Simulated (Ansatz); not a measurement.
Breaking the Ga1–H2 bond in ClGaH2 (SMILES [Cl][GaH2]) (multiplicity 1 held, fragments rigid). Energies count from the point at 1.557 Å.
Geometry at that point (charge 0, multiplicity 1):
```xyz
4

Ga    -0.00290    -0.23189    -0.67117
H     -1.40910    -0.31185    -1.33456
H      1.39794    -0.58224    -1.25326
Cl     0.00594     0.47545     1.37612
```

R- and RO- levels are restricted; in cc, def2 and unpolarised 6-31G sets they are followed outwards from rest. Unrestricted levels (U-) break spin symmetry where that is lower. Active spaces are followed from a long bond inwards. Levels need not reach the same state.

Correlated levels freeze the cores. Filled d and f shells under p-block atoms count as core.

Run with Ansatz (a first-principles code). Values without a source in brackets are computed.

Energies in kcal/mol.

| R (Å) | R-MP2/def2-SVP | R-SCS-MP2/def2-SVP | U-SCS-MP2/def2-SVP | FIC-MRCISD+Q on CASSCF(2,2)/def2-SVP |
|---|---|---|---|---|
| 1.246 | 29.2 | 29.3 | 29.3 | 29.4 |
| 1.401 | 6.0 | 6.1 | 6.1 | 6.2 |
| 1.557 | 0.0 | 0.0 | 0.0 | 0.0 |
| 1.713 | 3.3 | 3.2 | 3.2 | 2.9 |
| 1.868 | 11.3 | 11.2 | 11.2 | 10.4 |
| 2.102 | 27.2 | 26.9 | 26.9 | 24.8 |
| 2.335 | 43.8 | 43.4 | 49.2 | 39.3 |
| 2.725 | 68.6 | 67.6 | 69.8 | 58.7 |
| 3.114 | 87.7 | 86.1 | 76.4 | 70.6 |
| 3.581 | 103.2 | 100.4 | 78.8 | 77.3 |
| 4.204 | 112.6 | 107.6 | 79.7 | 80.0 |
| 4.982 | 110.2 | 101.4 | 79.8 | 80.7 |

Doubts at one or more of the structures used: a restricted determinant that unrestricted orbitals would lower (R-MP2/def2-SVP, R-SCS-MP2/def2-SVP); a spin-contaminated determinant (U-SCS-MP2/def2-SVP).
